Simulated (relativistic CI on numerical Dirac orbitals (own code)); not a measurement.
Cd XX: q coefficients and field-shift factors

Computed by Dirac-Coulomb-Breit CI, orbitals from a KLI potential per configuration, derivatives by finite differences, unscaled Slater integrals, QED left out (own radial code, finite nucleus).

CI space (outside the closed core [Ar] 3d10): 4s, 4p, 4d, 4f, 5s, 5p, 5d, 5f. Levels of other configurations are missing.

With x = (α/α₀)² − 1 an excitation energy changes as ω = ω₀ + qx; K = 2q/ω₀ is the relative enhancement. Terms are leading LS components, so labels can repeat. The field-shift factor is F = δν/δ⟨r²⟩ for the transition from the lowest level.

Lowest level 4s 2S_1/2.

```csv
Level,ω₀ (cm⁻¹),q (cm⁻¹),F (GHz/fm²)
4p 2P°_1/2,331635,19690,-94.2
4p 2P°_3/2,404936,98500,-95.8
4d 2D_3/2,943446,105400,-94.6
4d 2D_5/2,956979,119000,-94.5
4f 2F°_5/2,1517786,114800,-92
4f 2F°_7/2,1518828,115800,-92
5s 2S_1/2,1880775,63390,-51.9
5p 2P°_1/2,2031431,71060,-92.2
5p 2P°_3/2,2063566,105500,-92.9
5d 2D_3/2,2306886,108500,-92.4
5d 2D_5/2,2313108,114700,-92.4
5f 2F°_5/2,2556984,113400,-91.4
5f 2F°_7/2,2557783,114200,-91.4
```

At this charge energies of transitions that change n are usually good to better than 1 %, and those within a shell (Δn = 0) to a few per cent.

Which transition from the lowest level has the largest |K|?

4p 2P°_3/2 at 404936 cm⁻¹, K = 0.486.
